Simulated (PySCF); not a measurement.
Dipole moment and polarisability of 2,5-dimethylhexane

2,5-dimethylhexane, C₈H₁₈.
Atom-mapped SMILES: `[CH3:1][CH:2]([CH3:3])[CH2:4][CH2:5][CH:6]([CH3:7])[CH3:8]` (hydrogens: H9, H10, H11 on C1; H12 on C2; H13, H14, H15 on C3; H16, H17 on C4; H18, H19 on C5; H20 on C6; H21, H22, H23 on C7; H24, H25, H26 on C8)

Geometry (PBE0-D3(BJ)/def2-SVP, Å), atoms numbered from 1 in this order:
```xyz
26
C8H18 angstrom
C     -2.2828    1.0845    0.9694
C     -1.9383    0.0136   -0.0605
C     -2.9136   -1.1549    0.0277
C     -0.4954   -0.4795    0.0723
C      0.5724    0.5831   -0.1508
C      2.0055    0.0516   -0.2311
C      2.9716    1.1696   -0.6062
C      2.4440   -0.6319    1.0600
H     -2.1460    0.6988    1.9941
H     -1.6531    1.9803    0.8634
H     -3.3320    1.4048    0.8732
H     -2.0422    0.4655   -1.0655
H     -3.9543   -0.8236   -0.1136
H     -2.6967   -1.9197   -0.7343
H     -2.8520   -1.6429    1.0149
H     -0.3746   -0.9374    1.0706
H     -0.3369   -1.2977   -0.6534
H      0.5276    1.3434    0.6499
H      0.3454    1.1219   -1.0885
H      2.0324   -0.7040   -1.0394
H      2.6846    1.6494   -1.5550
H      2.9852    1.9522    0.1710
H      4.0009    0.7940   -0.7160
H      1.8174   -1.5030    1.3020
H      2.3866    0.0683    1.9109
H      3.4853   -0.9831    0.9895
```

Level: PBE0/def2-SVPD (PySCF), static field, nuclei fixed, core orbitals frozen in the response. The polarisability tensor in these axes (au):

```
x   115.29   3.20  -1.57
y     3.20  96.00  -1.05
z    -1.57  -1.05  90.78
```

Q: What are the eigenvalues, a third of the trace, and Δα (Δα² = ½Σ(αi − αj)² over the three pairs)?

A: Principal values 90.54, 95.60 and 115.92 au; mean 100.69 au = 14.92 Å³ = 16.60 × 10⁻⁴⁰ C²·m²/J; Δα = 23.27 au (23 % of the mean).

Q: What is the dipole moment?

A: 0.17 D at this geometry.

Q: Orientational against electronic polarisability at 350 K (dilute gas, rigid molecules)?

A: In Gaussian units μ²/3kT = 0.19 Å³ against 14.92 Å³, a ratio of 0.01; the Debye molar polarisation (4π/3)N_A(α + μ²/3kT) is 38.1 cm³/mol, leaving out the vibrational part.

Q: Find the Langevin capture rate constant for NO+ (29.998 u) meeting this molecule (114.141 u), k = 2.342 × 10⁻⁹ cm³/s × √(α in Å³ / reduced mass in u).

A: The reduced mass is 23.75 u, so k = 1.86 × 10⁻⁹ cm³/s.

Q: Sum over states: ᾱ = Σ f/ω², ω in Eh. What share falls to these 10 lowest TDDFT singlets (eV, f)? 8.29, 0.0002; 8.44, 0.0051; 8.47, 0.0003; 8.68, 0.0602; 8.72, 0.0287; 8.76, 0.0607; 8.86, 0.0071; 8.87, 0.0150; 8.99, 0.0254; 9.01, 0.0166.

A: They add up to 2.11 au, 2.1 % of the 100.69 au; the largest single term is 0.59 au, from the state at 8.68 eV. Terms in order: 0.00, 0.05, 0.00, 0.59, 0.28, 0.59, 0.07, 0.14, 0.23, 0.15 au. Higher excitations give the rest. The strengths listed sum to 0.219.

Q: Directions of the eigenvectors, and the extent of the frame along each?

A: Largest value along (0.98, 0.16, -0.07), where the nuclei span 8.13 Å; middle along (-0.17, 0.97, -0.16), 4.05 Å; least along (0.04, 0.16, 0.99), 3.14 Å. The response follows the extents in order.

Q: Estimate the molar refractivity from the static electronic polarisability.

A: Lorentz–Lorenz: R = (4π/3)N_A α = 2.5225 cm³/(mol·Å³) × 14.92 Å³ = 37.6 cm³/mol, in the limit of long wavelengths.

Isolated species at its PBE0-D3(BJ)/def2-SVP geometry (one conformer only).

These values come from a run that also computed excited states and ΔSCF ions. Hardware: Arm Neoverse V1, one thread, shared host. Cost: 7.0 min wall.
